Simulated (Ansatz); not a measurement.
One change: `N=C([SiH3])CCl` becomes `N=C([SiH3])S[SiH3]`.

Ansatz, PBE0-D4/def2-TZVP geometries, multiplicity 1. Each molecule was computed in one conformer, which needn't be the lowest.

```
                             property  `N=C([SiH3])CCl`
   LUMO energy (PBE0/def2-TZVPP) / eV             -0.97
 HOMO–LUMO gap (PBE0/def2-TZVPP) / eV              6.71
  HOMO energy (B3LYP/def2-TZVPP) / eV             -7.45
  HOMO–LUMO gap (PBE/def2-TZVPP) / eV              4.20
LUMO energy (ωB97M-V/def2-TZVPP) / eV              1.22
    HOMO energy (PBE/def2-TZVPP) / eV             -6.23
```

Problem. Give the same properties after the change, and the shifts. (Estimate.)

Solution. Computed: 
| property | `N=C([SiH3])S[SiH3]` | shift |
| --- | --- | --- |
| LUMO energy (PBE0/def2-TZVPP) / eV | -1.07 | -0.10 |
| HOMO–LUMO gap (PBE0/def2-TZVPP) / eV | 6.39 | -0.32 |
| HOMO energy (B3LYP/def2-TZVPP) / eV | -7.23 | 0.22 |
| HOMO–LUMO gap (PBE/def2-TZVPP) / eV | 4.20 | 0.00 |
| LUMO energy (ωB97M-V/def2-TZVPP) / eV | 1.10 | -0.12 |
| HOMO energy (PBE/def2-TZVPP) / eV | -6.28 | -0.05 |

With PBE0 the HOMO rises by 0.22 eV and the LUMO falls by 0.10 eV, so the gap narrows by about 0.32 eV. PBE moves the HOMO by -0.05 eV and ωB97M-V by 0.41 eV.

B3LYP here is the variant with VWN-RPA as its local correlation; programs differ in this.
